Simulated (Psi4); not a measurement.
Intermolecular potential of H4OSi ··· H4OSi (SMILES O[SiH3] and O[SiH3]). Monomers: optimised at B3LYP-D3(BJ) (def2-TZVP), held rigid. Orientation: lowest of the rigid-body minima from ten starts at GFN2-xTB. R is the distance of the centres of mass, along which the second monomer moves. The table gives interaction energies.

```
R / Å      A      B      C
-----  -----  -----  -----
3.30   16.57  14.51  10.38
3.47    4.53   3.00   0.54
3.65   -1.30  -2.40  -3.94
3.87   -3.81  -4.55  -5.58
4.09   -4.17  -4.67  -5.46
4.24   -3.94  -4.33  -5.00
4.56   -3.08  -3.31  -3.80
4.85   -2.34  -2.49  -2.87
5.37   -1.42  -1.49  -1.76
6.08   -0.78  -0.81  -0.99
7.06   -0.39  -0.40  -0.51
8.38   -0.19  -0.19  -0.25
```

Energies in kcal/mol.

Q: Which curve belongs to which method? The methods are DF-MP2/aug-cc-pVDZ, frozen core, counterpoise-corrected (Psi4); SAPT0/jun-cc-pVDZ, frozen core run with Psi4; DF-SCS-MP2/aug-cc-pVDZ, frozen core, counterpoise-corrected (Psi4 1.11).

A: A is SCS-MP2/aug-cc-pVDZ; B is MP2/aug-cc-pVDZ; C is SAPT0/jun-cc-pVDZ.
